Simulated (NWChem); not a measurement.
System meant: CH$_{6}$BeO$_{2}$Si; SMILES C[O][Be][O][SiH3]

The following NWChem deck was run.

```
start job
memory heap 200 mb stack 900 mb global 1100 mb
geometry units angstroms noautoz
  Be    -0.512533     0.082273     0.334582
  O     -1.651035     0.345178     1.085162
  C     -2.745631     0.712640     1.824150
  H     -2.528842     1.589614     2.461186
  H     -3.600510     0.976507     1.175166
  H     -3.074868    -0.106730     2.488567
  O      0.650307    -0.189504    -0.432360
  Si     2.003727    -0.467981    -1.317702
  H      1.728946    -1.470645    -2.392776
  H      3.099673    -0.995800    -0.447719
  H      2.479729     0.795798    -1.961091
end
basis spherical
  Be library def2-svp
  O library def2-svp
  C library def2-svp
  H library def2-svp
  Si library def2-svp
end
dft
  xc b3lyp
  iterations 4
  mulliken
end
task dft energy
```

End of the output:

```
    Atom       Charge   Shell Charges
 -----------   ------   -------------------------------------------------------
    1 Be   4     3.59   1.95  0.27  0.09  0.99  0.31
    2 O    8     8.30   1.97  0.87  0.56  2.82  2.06  0.01
    3 C    6     5.91   1.96  0.56  0.30  1.83  1.12  0.14
    4 H    1     0.99   0.66  0.27  0.06
    5 H    1     0.99   0.66  0.27  0.06
    6 H    1     0.99   0.66  0.27  0.06
    7 O    8     8.41   1.97  0.89  0.59  2.80  2.16  0.00
    8 Si  14    13.47   2.00  1.93  0.63  0.32  5.81  1.24  1.07  0.45
    9 H    1     1.12   0.66  0.44  0.02
   10 H    1     1.12   0.66  0.44  0.02
   11 H    1     1.12   0.66  0.44  0.02

 center of mass
 --------------
 x =  -0.00782323 y =  -0.03629361 z =   0.00012073

 moments of inertia (a.u.)
 ------------------
        1627.646276693528           0.000000000000           0.000000000000
           0.000000000000          33.035432584997           0.000000000000
           0.000000000000           0.000000000000        1628.064003546587

     Multipole analysis of the density
     ---------------------------------

     L   x y z        total         alpha         beta         nuclear
     -   - - -        -----         -----         ----         -------
     0   0 0 0     -0.000000    -23.000000    -23.000000     46.000000

     1   1 0 0      0.046169      0.023085      0.023085      0.000000
     1   0 1 0      0.562601      0.281301      0.281301      0.000000
     1   0 0 1     -0.000982     -0.000491     -0.000491     -0.000000

     2   2 0 0    -27.864489    -22.136611    -22.136611     16.408732
     2   1 1 0      0.214547     -0.421333     -0.421333      1.057214
     2   1 0 1      0.001021     -0.001047     -0.001047      0.003115
     2   0 2 0    -26.022917   -476.909486   -476.909486    927.796055
     2   0 1 1     -0.005650      0.009579      0.009579     -0.024808
     2   0 0 2    -27.859032    -22.020598    -22.020598     16.182164

 ------------------------------------------------------------------------
 dft energy failed                                                                                  0
 ------------------------------------------------------------------------
 ------------------------------------------------------------------------
  current input line :
    28: task dft energy
 ------------------------------------------------------------------------
 ------------------------------------------------------------------------
 This type of error is most commonly associated with calculations not reaching convergence criteria
 ------------------------------------------------------------------------
 For more information see the NWChem manual at https://nwchemgit.github.io

0:dft energy failed:Received an Error in Communication
```

Find the fault in this run and fix the input.

Convergence was not reached. Cause: the SCF was allowed too few iterations. This input runs:
```
start job
memory heap 200 mb stack 900 mb global 1100 mb
geometry units angstroms noautoz
  Be    -0.512533     0.082273     0.334582
  O     -1.651035     0.345178     1.085162
  C     -2.745631     0.712640     1.824150
  H     -2.528842     1.589614     2.461186
  H     -3.600510     0.976507     1.175166
  H     -3.074868    -0.106730     2.488567
  O      0.650307    -0.189504    -0.432360
  Si     2.003727    -0.467981    -1.317702
  H      1.728946    -1.470645    -2.392776
  H      3.099673    -0.995800    -0.447719
  H      2.479729     0.795798    -1.961091
end
basis spherical
  * library def2-svp
end
dft
  xc b3lyp
  iterations 150
  mulliken
end
task dft energy
```
It converges to -496.32973 Ha (B3LYP/def2-SVP).
